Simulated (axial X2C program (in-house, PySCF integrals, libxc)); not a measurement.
# NiC⁻: properties at the nuclei

Calculated with an axial X2C code built on PySCF integrals: two-component X2C with atomic mean-field Coulomb and Gaunt terms, Gaussian nuclei, basis Ni dyall-acv3z, C dyall-av3z with contracted cores.

R = 1.552 Å (near the PBE0 minimum at charge -1 of the determinant lowest at the starting distance; the state shown can have its own minimum elsewhere).

Determinant lowest in the PBE0 search, Ω = 1/2 (⟨Sz⟩ = -0.50, ⟨Lz⟩ = 1.00 at PBE0), spin on the atoms Ni 0.06, C -0.56:

```tsv
level	Eeff magnitude (GV/cm)	Ws magnitude Ni (kHz)	A∥/gI Ni (MHz)	qzz Ni (a.u.)	A∥/gI C (MHz)	qzz C (a.u.)
PBE0	0.443	0.295	674	3.01	146	-0.37
r2SCAN	0.0791	0.019	567	2.99	142	-0.41
BP86	0.113	0.017	492	3.00	154	-0.41
BHandHLYP	0.642	0.413	80.9	3.17	185	-0.42
```

Eeff is the effective electric field on the electron electric dipole moment in this Ω state and Ws the scalar–pseudoscalar constant of the nucleus named (defined with the proton number Z and per Ω); A∥ (defined per Ω) follows by multiplying with gI = μI/(I μN); qzz is the electric field gradient, eQq0 = 234.96 MHz × Q/barn × qzz. The operators were transformed with the bare-nucleus X2C matrices; with these basis sets, hyperfine constants and field gradients can be off by tens of per cent, and where levels differ in sign neither size nor sign is settled.

Question: With Q(61Ni) = 0.162 barn, gI(13C) = 1.4048 (g factors from the IAEA table of nuclear moments by Stone; Q from Pyykkö, Mol. Phys. 2018), turn the PBE0 values of the first state into constants in MHz.

Answer: eQq0(61Ni) = 234.96 × (0.162) × (3.01) = 115 MHz; A∥(13C) = 146 × 1.4048 = 205 MHz.

Each state is one determinant with collinear spin. For an anion, determinants above electron detachment, or with a positive highest level, are held by the basis set. Where Eeff spreads by more than a factor of two the levels disagree and none is to be relied on. Left out as unconverged or as another state under the same occupation: HF in at least one table. At BHandHLYP a later determinant lies lower. The search compared states at one distance, so a state with another bond length can lie lower. The sign of Ws at Ni differs between levels in the first state. Further determinants of the search, some of them spin-mixed, are not shown. Where a field gradient or hyperfine factor spreads by more than a factor of two over the levels, a constant derived from it is not to be relied on.
